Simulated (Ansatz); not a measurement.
Si(OMe)4 (C₄H₁₂O₄Si), SMILES CO[Si](OC)(OC)OC. Atoms are numbered in the order given.

```xyz
21

C     -0.0356    -2.1603    -1.6299
O     -0.1276    -0.7734    -1.4410
Si     0.0003    -0.0004     0.0023
O     -0.5429     1.5308    -0.2371
C     -1.6762     1.8823    -0.9854
O     -0.8526    -0.8904     1.0874
C     -0.7874    -0.7500     2.4816
O      1.5243     0.1314     0.5997
C      2.5012     1.0266     0.1391
H     -0.6197    -2.7131    -0.8750
H      1.0119    -2.5056    -1.5778
H     -0.4278    -2.4084    -2.6279
H     -1.6361     2.9603    -1.2035
H     -2.6067     1.6802    -0.4264
H     -1.7199     1.3316    -1.9401
H      0.2544    -0.6618     2.8331
H     -1.3445     0.1399     2.8236
H     -1.2413    -1.6374     2.9483
H      2.9407     0.6875    -0.8154
H      2.0875     2.0380    -0.0108
H      3.3082     1.0845     0.8853
```

Coordinates come from a PBE0-D3(BJ)/def2-SVP optimisation. The isomer is the one that the SMILES or the coordinates give; other isomers of the formula were not compared. One conformer was computed; it need not be the lowest.

Two levels are set side by side: PBE-D3(BJ)/def2-SVP (Ansatz, a quantum-chemistry and plane-wave program) and PBE0-D3(BJ)/def2-SVP (Ansatz). Each level has its own optimised geometry; the coordinates shown are those of the second. Differences are taken from unrounded values.

```tsv
quantity	PBE0-D3(BJ)
mean bond length (Å)	1.271
bond C1–O2 (Å)	1.403
bond O2–Si3 (Å)	1.642
bond Si3–O4 (Å)	1.642
bond Si3–O6 (Å)	1.642
bond Si3–O8 (Å)	1.642
bond O4–C5 (Å)	1.403
bond O6–C7 (Å)	1.403
bond O8–C9 (Å)	1.403
bond C1–H10 (Å)	1.103
bond C1–H11 (Å)	1.104
bond C1–H12 (Å)	1.101
bond C5–H13 (Å)	1.101
bond C5–H14 (Å)	1.104
bond C5–H15 (Å)	1.103
bond C7–H16 (Å)	1.103
bond C7–H17 (Å)	1.104
```

Question: What does PBE-D3(BJ) give, and how far is it from PBE0-D3(BJ)? (An estimate is asked for; the answer gives what the named calculation found.)

Answer: 
```tsv
quantity	PBE-D3(BJ)	PBE-D3(BJ) minus PBE0-D3(BJ)
mean bond length (Å)	1.282	0.012
bond C1–O2 (Å)	1.417	0.015
bond O2–Si3 (Å)	1.660	0.017
bond Si3–O4 (Å)	1.660	0.017
bond Si3–O6 (Å)	1.660	0.017
bond Si3–O8 (Å)	1.660	0.017
bond O4–C5 (Å)	1.417	0.015
bond O6–C7 (Å)	1.417	0.015
bond O8–C9 (Å)	1.417	0.015
bond C1–H10 (Å)	1.112	0.009
bond C1–H11 (Å)	1.113	0.009
bond C1–H12 (Å)	1.109	0.009
bond C5–H13 (Å)	1.109	0.009
bond C5–H14 (Å)	1.113	0.009
bond C5–H15 (Å)	1.112	0.009
bond C7–H16 (Å)	1.112	0.009
bond C7–H17 (Å)	1.113	0.009
```

Exact exchange shortens and stiffens bonds; PBE has none. Differences between two approximate levels are no errors against the true value.
